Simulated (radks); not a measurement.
Tl6+, 75 electrons, occupied as [Xe] 4f14 5d7. Method: non-relativistic Kohn-Sham, PBE, spin-polarised, spherical densities, point nucleus; open shells are filled with parallel spins first (spin-orbit coupling, left out, can overturn this in heavy ions); relativity is left out, which matters for an element this heavy; computed with a radial shooting solver on a logarithmic mesh with Libxc functionals.

Radial electron density D(r) = 4 pi r^2 rho(r):

```
   r/bohr * D(r) (the largest magnitude, 146, reaches the edge; | marks zero)
 0.001247 | *
 0.001429 |  *
  0.00165 |   *
  0.00189 |    *
 0.002165 |     *
 0.002501 |       *
 0.002865 |        *
 0.003309 |           *
 0.003791 |             *
 0.004343 |                *
 0.005016 |                   *
 0.005747 |                       *
 0.006584 |                          *
 0.007604 |                              *
 0.008711 |                                 *
  0.01006 |                                    *
  0.01153 |                                     *
  0.01321 |                                      *
  0.01525 |                                      *
  0.01747 |                                     *
  0.02018 |                                    *
  0.02312 |                                   *
  0.02649 |                                   *
  0.03059 |                                     *
  0.03505 |                                         *
  0.04015 |                                              *
  0.04637 |                                                   *
  0.05312 |                                                      *
  0.06135 |                                                      *
  0.07029 |                                                   *
  0.08053 |                                                *
    0.093 |                                             *
   0.1066 |                                             *
   0.1221 |                                                *
    0.141 |                                                   *
   0.1615 |                                                  *
   0.1865 |                                            *
   0.2137 |                                    *
   0.2448 |                              *
   0.2828 |                              *
    0.324 |                                 *
   0.3741 |                                   *
   0.4286 |                                *
   0.4911 |                         *
   0.5672 |                 *
   0.6498 |           *
   0.7444 |         *
   0.8597 |        *
    0.985 |       *
    1.138 |     *
    1.303 |   *
    1.493 |  *
    1.724 |*
    1.976 |*
    2.263 *
    2.614 *
    2.995 *
    3.459 *
    3.963 *
```

D(r) has 4 maxima, at r = 0.0140, 0.0575, 0.147, 0.371 bohr, and minima at 0.0243, 0.0984, 0.267 bohr, inside which lie 1.94, 11.47, 30.57 electrons.
